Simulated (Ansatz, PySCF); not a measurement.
Breaking the O2–H3 bond in H2O2Pb (SMILES [OH][Pb][OH]) (multiplicity 1 held, fragments rigid). Energies count from the point at 0.966 Å.
Geometry at that point (charge 0, multiplicity 1):
```json
[
 {"atom": "Pb", "x (Å)": "0.0578", "y (Å)": "-0.1420", "z (Å)": "0.2238"},
 {"atom": "O", "x (Å)": "1.1458", "y (Å)": "1.3095", "z (Å)": "-0.8134"},
 {"atom": "H", "x (Å)": "0.6459", "y (Å)": "1.6195", "z (Å)": "-1.5803"},
 {"atom": "O", "x (Å)": "-1.5330", "y (Å)": "0.0132", "z (Å)": "-1.1585"},
 {"atom": "H", "x (Å)": "-2.2920", "y (Å)": "-0.5579", "z (Å)": "-0.9968"}
]
```

Restricted levels (R-, RO-) in cc, def2 and unpolarised 6-31G sets keep to the state of the molecule at rest. Unrestricted levels (U-) break spin symmetry where that is lower. Active spaces are followed from a long bond inwards. Levels need not reach the same state.

Cores are frozen in the correlated methods. Filled d and f shells under p-block atoms count as core. Rows in LANL2DZ carry no dispersion term and start afresh at each structure. LANL2DZ brings its own core potentials from Na on.

Codes used: Ansatz (a program for electronic structure) with Gaussian orbitals; PySCF for LANL2DZ rows. Values without a source in brackets are computed. In def2 rows elements past Kr take small-core potentials, without spin–orbit coupling.

Q: Estimate the energy at R = 3.093 Å that R-PBE/def2-TZVPP returns for this input.

A: 6.32 eV

Q: Predict the energy at R = 3.093 Å from FIC-MRCISD+Q on CASSCF(4,3)/def2-TZVPP.

A: 5.24 eV

Q: Estimate the energy at R = 3.093 Å that U-HF/LANL2DZ returns for this input.

A: 3.51 eV

Doubts at one or more of the structures used: a spin-contaminated determinant (U-HF/LANL2DZ); a restricted determinant that unrestricted orbitals would lower (R-PBE/def2-TZVPP); active orbitals that take no part (FIC-MRCISD+Q on CASSCF(4,3)/def2-TZVPP).
